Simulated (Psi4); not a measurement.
F2Sn, singlet, geometry from GFN2-xTB (such geometries of metal compounds can be far from the true shape) (all electrons, no relativity); B3LYP/3-21G in Psi4 1.11.

The Psi4 input:
```
memory 2 GB

molecule mol {
0 1
Sn    0.014498   -0.007772    0.343403
F     0.740680    1.442002   -0.954720
F    -0.821226   -1.398822   -0.953076
}

set {
  basis 3-21g
  reference rks
  scf_type pk
}

energy('b3lyp')
print_variables()
```

Problem. What does Psi4 print? Leave out banner, timings and long lists.

Solution. 
```
   => Loading Basis Set <=

    Name: 3-21G
    Role: ORBITAL
    Keyword: BASIS

         ---------------------------------------------------------
                                   SCF
               by Justin Turney, Rob Parrish, Andy Simmonett
                          and Daniel G. A. Smith
                              RKS Reference
         ---------------------------------------------------------

  ==> Geometry <==

    Molecular point group: cs
    Full point group: Cs

    Geometry (in Angstrom), charge = 0, multiplicity = 1:

       Center              X                  Y                   Z               Mass
    ------------   -----------------  -----------------  -----------------  -----------------
         SN          -0.000158831808    -0.312540362602     0.000000000000   119.902201630000
         F           -1.620442294439     0.987071030105     0.000000000000    18.998403162730
         F            1.621444709392     0.985425145139     0.000000000000    18.998403162730

  Running in cs symmetry.

  Rotational constants: A =      0.34636  B =      0.16885  C =      0.11351 [cm^-1]
  Rotational constants: A =  10383.53904  B =   5062.14099  C =   3403.08348 [MHz]
  Nuclear repulsion =  242.513224656936103

  Charge       = 0
  Multiplicity = 1
  Electrons    = 68
  Nalpha       = 34
  Nbeta        = 34

  ==> Algorithm <==

  SCF Algorithm Type is PK.
  DIIS enabled.
  MOM disabled.
  Fractional occupation disabled.
  Guess Type is SAD.
  Energy threshold   = 1.00e-06
  Density threshold  = 1.00e-06
  Integral threshold = 1.00e-12

  ==> Primary Basis <==

  Basis Set: 3-21G
    Blend: 3-21G
    Number of shells: 23
    Number of basis functions: 51
    Number of Cartesian functions: 51
    Spherical Harmonics?: false
    Max angular momentum: 2

  ==> DFT Potential <==

   => LibXC <=

    Version 7.1.2
    S. Lehtola, C. Steigemann, M. J. T. Oliveira, and M. A. L. Marques,  SoftwareX 7, 1–5 (2018) (10.1016/j.softx.2017.11.002)

   => Composite Functional: B3LYP <=

    B3LYP Hyb-GGA Exchange-Correlation Functional

    P. J. Stephens, F. J. Devlin, C. F. Chabalowski, and M. J. Frisch,  J. Phys. Chem. 98, 11623 (1994) (10.1021/j100096a001)

    Deriv               =              1
    GGA                 =           TRUE
    Meta                =          FALSE

    Exchange Hybrid     =           TRUE
    MP2 Hybrid          =          FALSE

   => Exchange Functionals <=

    0.0800   Slater exchange
    0.7200         Becke 88

   => Exact (HF) Exchange <=

    0.2000               HF

   => Correlation Functionals <=

    0.1900   Vosko, Wilk & Nusair (VWN5_RPA)
    0.8100   Lee, Yang & Parr

   => LibXC Density Thresholds  <==

    XC_HYB_GGA_XC_B3LYP:  1.00E-15

   => Molecular Quadrature <=

    Radial Scheme          =       TREUTLER
    Pruning Scheme         =           NONE
    Nuclear Scheme         =       TREUTLER

    Blocking Scheme        =         OCTREE
    BS radius alpha        =              1
    Pruning alpha          =              1
    Radial Points          =             75
    Spherical Points       =            302
    Total Points           =          64844
    Total Blocks           =            564
    Max Points             =            255
    Max Functions          =             49
    Weights Tolerance      =       1.00E-15

  ==> Integral Setup <==

  Using in-core PK algorithm.
   Calculation information:
      Number of atoms:                   3
      Number of AO shells:              23
      Number of primitives:             51
      Number of atomic orbitals:        51
      Number of basis functions:        51

      Integral cutoff                 1.00e-12
      Number of threads:                 1

  Performing in-core PK
  Using 1759602 doubles for integral storage.
  We computed 28176 shell quartets total.
  Whereas there are 38226 unique shell quartets.

  ==> DiskJK: Disk-Based J/K Matrices <==

    J tasked:                  Yes
    K tasked:                  Yes
    wK tasked:                  No
    Schwarz Cutoff:          1E-12

  Minimum eigenvalue in the overlap matrix is 1.2678898381E-03.
  Reciprocal condition number of the overlap matrix is 3.2004509042E-04.
    Using symmetric orthogonalization.

  ==> Pre-Iterations <==

  SCF Guess: Superposition of Atomic Densities via on-the-fly atomic UHF (no occupation information).

   -------------------------
    Irrep   Nso     Nmo
   -------------------------
     A'        38      38
     A"        13      13
   -------------------------
    Total      51      51
   -------------------------

  ==> Iterations <==

                        Total Energy        Delta E     RMS |[F,P]|

   @RKS iter SAD: -6192.73981149971405   -6.19274e+03   0.00000e+00
   @RKS iter   1: -6197.74447209874415   -5.00466e+00   1.79588e-02 ADIIS/DIIS
   @RKS iter   2: -6197.61566199255685    1.28810e-01   2.27009e-02 ADIIS/DIIS
   @RKS iter   3: -6197.86634764390783   -2.50686e-01   8.02998e-03 ADIIS/DIIS
   @RKS iter   4: -6197.90917648548475   -4.28288e-02   8.01159e-04 ADIIS/DIIS
   @RKS iter   5: -6197.90954172470356   -3.65239e-04   9.96948e-05 DIIS
   @RKS iter   6: -6197.90954853150106   -6.80680e-06   2.36953e-06 DIIS
   @RKS iter   7: -6197.90954854093252   -9.43146e-09   7.24686e-07 DIIS
  Energy and wave function converged.

  ==> Post-Iterations <==

   Electrons on quadrature grid:
      Ntotal   =   68.0001292693 ; deviation = 1.293e-04

    Orbital Energies [Eh]
    ---------------------

    Doubly Occupied:

[...]
      25Ap    -0.272006

    Virtual:

[...]
    Final Occupation by Irrep:
             Ap   App
    DOCC [    25,    9 ]
    NA   [    25,    9 ]
    NB   [    25,    9 ]

  @RKS Final Energy: -6197.90954854093252

   => Energetics <=

    Nuclear Repulsion Energy =            242.5132246569361030
    One-Electron Energy =               -9037.3118606620100763
    Two-Electron Energy =                2743.1856834751743008
    DFT Exchange-Correlation Energy =    -146.2965960110324488
    Empirical Dispersion Energy =           0.0000000000000000
    VV10 Nonlocal Energy =                  0.0000000000000000
    Total Energy =                      -6197.9095485409325192

Computation Completed

Properties will be evaluated at   0.000000,   0.000000,   0.000000 [a0]

Properties computed using the SCF density matrix

 Multipole Moments:

 ------------------------------------------------------------------------------------
     Multipole            Electronic (a.u.)      Nuclear  (a.u.)        Total (a.u.)
 ------------------------------------------------------------------------------------

 L = 1.  Multiply by 2.5417464519 to convert [e a0] to [Debye]
 Dipole X            :         -0.0024315            0.0020412           -0.0003903
 Dipole Y            :         -5.1002082            4.0165136           -1.0836946
 Dipole Z            :          0.0000000            0.0000000            0.0000000
 Magnitude           :                                                    1.0836947

 ------------------------------------------------------------------------------------

  Variable Map:
  ----------------------------------------------------------------------------
[...]
  Array Variable Map:
  ----------------------------------------------------------------------------
[...]
[...]
```
